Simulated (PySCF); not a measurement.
## A survey of 29Si NMR shifts

Level of theory: σ from GIAO-PBE0/pcSseg-1, GFN2-xTB geometry, in PySCF (non-relativistic Hamiltonian, averaged over atoms made equivalent by symmetry, fast rotation or ring inversion, single conformer, no solvent model).

Shieldings were converted by a linear fit to measured shifts: 29Si: δ = 279.94 − 0.822σ (rms 8.9 ppm, 72 shifts, 25.8 ppm with the 6 outliers that the fit left out vs TMS, solution or neat liquid). Occasional misses reach two or three times the rms, and more in compound classes unlike the fitted ones.

Q: Give the 29Si shifts of `O=C([SiH2]O[SiH3])C(F)(F)F`, `C=Cc1cnn([SiH](C)C)c1`, `C[Si@@]1(P)C[C@H](CO)[SiH2]O1`.

A: 
```json
{"compound": "[O:1]=[C:2]([SiH2:3][O:4][SiH3:5])[C:6]([F:7])([F:8])[F:9]", "environment": "Si5: silicon bonded to O, 3 H", "δ (ppm)": "-35.3"}
{"compound": "[O:1]=[C:2]([SiH2:3][O:4][SiH3:5])[C:6]([F:7])([F:8])[F:9]", "environment": "Si3: silicon bonded to C, O, 2 H", "δ (ppm)": "-49.3"}
{"compound": "C=Cc1cnn([SiH](C)C)c1", "environment": "silicon bonded to 2 C, N, H", "δ (ppm)": "-9.5"}
{"compound": "[CH3:1][Si@@:2]1([PH2:3])[CH2:4][C@H:5]([CH2:6][OH:7])[SiH2:8][O:9]1", "environment": "Si2: silicon bonded to 2 C, O, P, in a 5-membered ring", "δ (ppm)": "28.4"}
{"compound": "[CH3:1][Si@@:2]1([PH2:3])[CH2:4][C@H:5]([CH2:6][OH:7])[SiH2:8][O:9]1", "environment": "Si8: silicon bonded to C, O, 2 H, in a 5-membered ring", "δ (ppm)": "-8.3"}
```

Q: Order these by 29Si shift, lowest first.
A. C#C[C@@H](C#N)C[SiH2]CNC
B. C[Si](C)(C)c1cccnn1
C. FC[C@@H]1CN[Si@H](C(F)F)N1
D. [H]/N=C/[C@@H](N[SiH3])C(F)(F)CF

A: D (-54.2 ppm, silicon bonded to N, 3 H), A (-40.8 ppm, silicon bonded to 2 C, 2 H), C (-28.0 ppm, silicon bonded to C, 2 N, H, in a 5-membered ring), B (-9.4 ppm, silicon bonded to 4 C).
